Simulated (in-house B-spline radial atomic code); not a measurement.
# The osmium ion Os²⁰⁺: [Kr] 4d10 4f10

Method: Dirac-Kohn-Sham CAM-B3LYP, spherical fractional occupations, Fermi nucleus of rms radius 5.4126 fm. Calculated with a radial B-spline atomic code at the basis-set limit.

Effective charges: Z_r = [3n² - l(l+1)]/(2<r>) from the radius, Z_e = n√(-2ε) from the energy, and Slater's rules. Values are occupation-weighted means over j. An effective charge above Z reflects the relativistic contraction of the inner shells.

| shell | electrons | ε (eV) | <r> (bohr) | Z_r | Z_e | Slater |
| --- | --- | --- | --- | --- | --- | --- |
| 1s | 2 | -74385 | 0.01774 | 84.57 | 73.94 | 75.70 |
| 2s | 2 | -13406 | 0.07425 | 80.81 | 62.78 | 71.85 |
| 2p | 6 | -11834 | 0.06676 | 74.89 | 58.98 | 71.85 |
| 3s | 2 | -3528.3 | 0.1931 | 69.90 | 48.31 | 64.75 |
| 3p | 6 | -3058.2 | 0.1933 | 64.67 | 44.98 | 64.75 |
| 3d | 10 | -2490.4 | 0.176 | 59.67 | 40.59 | 54.85 |
| 4s | 2 | -1139.1 | 0.4252 | 56.45 | 36.60 | 48.25 |
| 4p | 6 | -979.48 | 0.4475 | 51.40 | 33.94 | 48.25 |
| 4d | 10 | -769.85 | 0.4683 | 44.85 | 30.09 | 36.85 |
| 4f | 10 | -538.15 | 0.4799 | 37.51 | 25.16 | 26.85 |

The least bound orbital is 4f7/2 at -536.6 eV, and it is also the most diffuse (<r> = 0.4818 bohr).

Spin-orbit splittings of the orbital energies (j = l + 1/2 above j = l - 1/2 when positive): 2p 1533 eV, 3p 335.8 eV, 3d 72.62 eV, 4p 82.88 eV, 4d 15.98 eV, 4f 3.548 eV.

For the 1s electron the small component carries 8.26 % of the norm, the zero-frequency Breit interaction raises the level by 265.7 eV, self-energy by 167.8 eV, and vacuum polarisation lowers it by 32.71 eV.

The density falls to 0.001 bohr⁻³ at 1.5 bohr; Σ<r²> = 7.7438 bohr² gives, by the non-relativistic formula and without the paramagnetism of open shells, a Langevin diamagnetic susceptibility of -6.133×10⁻⁶ cm³/mol.

Caution: exact exchange at fractional occupations of open shells leaves self-interaction of up to several eV.
